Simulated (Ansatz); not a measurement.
Basis-set extrapolation for `FC1=C(Cl)[SiH2]1` (PBE0-D4/def2-TZVP geometry, frozen core, Ansatz 0.2.0). Multiplicity 1, RHF reference.

```csv
,def2-TZVPP,def2-QZVPP
HF,-924.773774,-924.803041
MP2 correlation,-0.856283,-0.928182
CCSD(T) correlation,-0.928941,not run
```

Energies in hartree. Use E(X) = E(∞) + A·exp(−7.88·√X) for Hartree–Fock and E(X) = E(∞) + B·X^(−2.97) for correlation, with X = 3 and 4, and add CCSD(T) minus MP2 of the smaller set to the MP2 limit.

**Question.** What is the CCSD(T) energy at the basis-set limit?

**Answer.** HF limit: -924.803041 + (-0.029267) × 0.13774 = -924.80707. MP2 limit: -0.928182 + (-0.071899) × 0.74074 = -0.98144. Higher-order term: -0.928941 − (-0.856283) = -0.07266. Total: -925.86117 hartree, 416.0 kJ/mol below CCSD(T)/def2-TZVPP.
